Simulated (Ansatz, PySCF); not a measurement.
Gas-phase reaction in SMILES: C=C[CH-]O → [CH-]=CCO
Each molecule is optimised on its own at B3LYP-D3(BJ)/def2-TZVP (Ansatz, a quantum-chemistry and plane-wave program), one conformer each, not searched for the lowest.

Wanted: isomerisation energy (0 K, with B3LYP-D3(BJ) harmonic zero-point energies from PySCF), in kJ/mol. Correlated levels leave the core frozen unless marked. Spin-orbit coupling is left out. Non-relativistic. Anions need diffuse functions: aug- sets have them; def2-D sets add few; the other sets have none. CBS marks a two-point X^-3 extrapolation of the correlation energy; Hartree-Fock from the larger set. [CCSD(T)-MP2]/basis is that difference in the basis named.

RI-MP2/CBS(aug-cc-pVTZ,aug-cc-pVQZ)+[CCSD(T)-MP2]/aug-cc-pVTZ (Ansatz) gives 24.7 kJ/mol.

Another calculation gave 36.4 kJ/mol. Which level was it?
(A) SVWN5/def2-TZVPD (Ansatz)
(B) TPSSh/def2-TZVPD (PySCF)
(C) HF/def2-TZVPD (PySCF)
(D) wB97X-V/def2-TZVPD (Ansatz)

B, TPSSh/def2-TZVPD (PySCF). The others give 51.4 (SVWN5), 9.8 (HF), 24.8 (wB97X-V) kJ/mol.
